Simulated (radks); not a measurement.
Results of a calculation; reference values are marked as such.
Initial-state core-level shifts of neutral gold when its valence configuration changes from [Xe] 4f14 5d10 6s1. Code: a radial shooting solver on a logarithmic mesh with Libxc functionals. Model: scalar-relativistic Kohn-Sham, r2SCAN, spin-polarised, spherical densities, finite nucleus; open shells are filled with parallel spins first (spin-orbit coupling, left out, can overturn this in heavy ions); meta-GGA in the generalised Kohn-Sham scheme; Fermi nuclear charge, rms radius 5.4371 fm. Shifts are changes of the shell-averaged eigenvalues in eV (positive: less bound); the change of the density at the nucleus, which sets a Mossbauer isomer shift, is in e/bohr^3, on a base of 2.301e+06.

| valence | 1s | 3s | 4s | 5s | density at nucleus |
|---|---|---|---|---|---|
| 4f13 5d10 6s1 6p1 | -17.474 | -20.616 | -18.258 | -9.151 | +170.5 |
| 4f14 5d10 6p1 | -2.249 | -2.211 | -2.223 | -2.268 | -136.6 |
| 4f14 5d9.5 6s0.5 6p1 | -3.620 | -3.634 | -3.636 | -3.611 | -58.5 |
| 4f13.5 5d10 6s1 6p0.5 | -8.671 | -10.219 | -9.084 | -4.587 | +84.2 |
| 4f13 5d9 6s2 6p1 | -21.221 | -24.465 | -22.063 | -12.708 | +376.2 |
| 4f13.5 5d9 6s2 6p0.5 | -12.153 | -13.800 | -12.634 | -7.946 | +270.9 |
| 4f14 5d9.5 6p1.5 | -4.596 | -4.593 | -4.600 | -4.592 | -132.2 |
| 4f13 5d10 6s2 | -15.549 | -18.719 | -16.350 | -7.206 | +318.5 |
| 4f13 5d9.5 6s1.5 6p1 | -19.337 | -22.530 | -20.151 | -10.926 | +270.7 |
